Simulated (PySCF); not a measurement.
Dipole response of Si⁻ (silicon, charge -1)

[Ne] 3s2 3p3, high-spin 4S determinant. Computed with PySCF 2.14 in aug-cc-pCVTZ-DK (8s7p5d3f, 75 functions), with scalar relativity by spin-free X2C-1e. Coupled (time-dependent) response in atomic units; α is the mean over directions.

| method | mean α (bohr³) | C₆ (like pair) | S(−4) |
| --- | --- | --- | --- |
| UHF | 106.8 | 1473 | 5088 |
| CAM-B3LYP | 114.2 | 1601 | 6231 |

S(−4) is the Cauchy moment in α(ω) = α(0) + S(−4) ω² + …

α(iu) at CAM-B3LYP:

| u (hartree) | α(iu) (bohr³) |
| --- | --- |
| 0 | 114.2 |
| 0.0500 | 101.3 |
| 0.100 | 79.21 |
| 0.200 | 47.18 |
| 0.300 | 29.80 |
| 0.500 | 14.34 |
| 0.750 | 7.356 |
| 1.00 | 4.455 |
| 1.50 | 2.169 |
| 2.00 | 1.309 |
| 3.00 | 0.6577 |
| 5.00 | 0.2897 |

A single London oscillator, α(iu) = α/(1 + u²/ω²), gives C₆ = (3/4) ω α². Matching the computed C₆ needs ω = 4 × 1601 / (3 × 114.2²) = 0.164 hartree.

For an ion, C₆ is the dispersion term alone; charge-induced terms of lower order in 1/R come first.
